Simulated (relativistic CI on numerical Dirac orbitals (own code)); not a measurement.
## Ta35+: sensitivity of the levels to the model

Base calculation: Dirac-Coulomb-Breit CI, separate exchange-only KLI orbitals for each configuration, model QED (radiative potential, 1s self-energy scaled to tabulated hydrogen-like ionisation energies), unscaled Slater integrals.

CI space (outside the closed core [Ar] 3d10): 4s²4p⁶4d², 4s²4p⁶4d4f, 4s²4p⁵4d³, 4s4p⁶4d³, 4s²4p⁵4d²4f, 4s4p⁶4d²4f, 4s²4p⁶4d5s, 4s²4p⁶4f5s, 4s²4p⁶4d5p, 4s²4p⁶4d5d, 4s²4p⁵4d²5s, 4p⁶4d³4f, 4s²4p⁶4d5f, 4s²4p⁶5s5p, 4s4p⁶4d4f5s, 4s²4p⁶4d5g, 4s4p⁶4d²5s, 4s²4p⁵4d²5d, 4s²4p⁶4d6s, 4s²4p⁶4d6d, 4s²4p⁶4f², 4s²4p⁵4f³, 4s4p⁶4f³, 4p⁶4d⁴, 4p⁵4d⁵, 4p⁵4d⁴4f, 4s²4p⁶4f5p, 4s²4p⁵4f²5p, 4s4p⁶4f²5p, 4s²4p⁶5s², 4s²4p⁵4f5s², 4s4p⁶4f5s², 4s²4p⁶5p², 4s²4p⁵4f5p², 4s4p⁶4f5p², 4p⁶4d³5s, 4p⁵4d⁴5s, 4p⁵4d³4f5s, 4s4p⁶4d5s², 4s4p⁵4d4f5s², 4p⁶4d4f5s². Double excitations out of closed p, d and f shells are left out; levels of such configurations are missing from the list, as are those of other unlisted configurations, and high levels can miss mixing partners. These lack a partner that the ground configuration has and come out too high: 4s²4p⁵4d²5s, 4s4p⁶4d²5s, 4s²4p⁵4d²5d.

The lowest level and the first level of each name with at least 55 % of one term (blank where a level has no safe partner in the second run):

| Level | Base (cm⁻¹) | Shift (cm⁻¹) |
| --- | --- | --- |
| 4s²4p⁶4d² ³F2 | 0 | 0 |
| 4s²4p⁶4d² ³P0 | 66953 | -26346 |
| 4s²4p⁶4d² ³F3 | 129195 | -129195 |
| 4s²4p⁶4d² ¹G4 | 170248 |  |
| 4s²4p⁶4d² ³P1 | 171257 | -130650 |
| 4s²4p⁶4d² ³F4 | 285579 |  |
| 4s²4p⁶4d² ¹S0 | 390463 | -233314 |
| 4s²4p⁵4d³ ⁵D°0 | 1262887 | -144389 |
| 4s²4p⁵4d³ ³I°7 | 1538182 | -310741 |

At this charge energies of transitions that change n are usually good to better than 1 %, and those within a shell (Δn = 0) to a few per cent. Terms inside the open d or f shell come out 10 to 20 % too wide with unscaled integrals.

Problem. One thing was changed in a second run, which moved the levels as shown. Which?
A. configuration mixing switched off
B. Breit term removed
C. QED terms removed
D. non-relativistic limit
E. one mean potential for all configurations

Solution. D. Non-relativistic limit. Without relativity the fine structure collapses and s electrons lose their extra binding.

LS names give the leading component of a level, which can be under half, so a name can repeat, a term be missing and a line seem to break the LS rules.
